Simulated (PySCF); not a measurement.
## Bonding in `Oc1ccc(F)cc1`

C₆H₅FO.
Atom-mapped SMILES: `[OH:1][c:2]1[cH:3][cH:4][c:5]([F:6])[cH:7][cH:8]1` (hydrogens: H9 on O1; H10 on C3; H11 on C4; H12 on C7; H13 on C8)

Cartesian coordinates in Å at the PBE0-D3(BJ)/def2-SVP level; atoms count from 1:
```xyz
13
C6H5FO angstrom
O     -2.0303   -0.9644   -0.9244
C     -0.8630   -0.4955   -0.4320
C      0.2300   -0.1810   -1.2447
C      1.4118    0.3022   -0.6854
C      1.4932    0.4680    0.6896
F      2.6230    0.9305    1.2304
C      0.4163    0.1595    1.5136
C     -0.7607   -0.3223    0.9527
H     -1.9655   -1.0366   -1.8821
H      0.1594   -0.3137   -2.3288
H      2.2719    0.5519   -1.3096
H      0.5119    0.3006    2.5920
H     -1.6205   -0.5721    1.5772
```

Bond orders from the PBE0/pcSseg-1 density (PySCF). Isolated species at its PBE0-D3(BJ)/def2-SVP geometry (one conformer only).

(1) Where do the orders between heavy atoms depart from those drawn in the SMILES?

(2) Set the Mayer orders of the bonds between heavy atoms beside their lengths.

Results:

(1) The largest departure is 0.130, at C2–C3 (drawn aromatic, 1.370), counting aromatic bonds as 1.5. The bonds drawn aromatic range from 1.37 to 1.44.

(2) 
| bond | drawn as | length (Å) | Mayer order |
| --- | --- | --- | --- |
| O1–C2 | single | 1.351 | 1.071 |
| C2–C3 | aromatic | 1.398 | 1.370 |
| C3–C4 | aromatic | 1.394 | 1.414 |
| C4–C5 | aromatic | 1.387 | 1.437 |
| C5–F6 | single | 1.335 | 0.893 |
| C5–C7 | aromatic | 1.391 | 1.416 |
| C7–C8 | aromatic | 1.390 | 1.436 |
| C8–C2 | aromatic | 1.399 | 1.387 |

Bonds between the same two heavy elements. C–C: lowest C2–C3 (1.370, 1.398 Å), highest C4–C5 and C7–C8 (1.437, 1.387 Å). Bonds named together lie within 0.004.

And the bonds to hydrogen?

H–O: 0.94 (1 bond); C–H: 0.94 to 0.95 (4 bonds).

Sum the orders of all bonds at each heavy atom with more than one neighbour and set the sums beside the valence in the SMILES.

O1 2.016 (drawn 2), C2 3.828 (drawn 4), C3 3.729 (drawn 4), C4 3.794 (drawn 4), C5 3.746 (drawn 4), C7 3.799 (drawn 4), C8 3.773 (drawn 4). Orders between atoms that aren't bonded are not in these sums.

For a closed shell the Mayer order of atoms A and B is Σ (PS)μν (PS)νμ over the basis functions μ on A and ν on B, with P the density and S the overlap matrix.
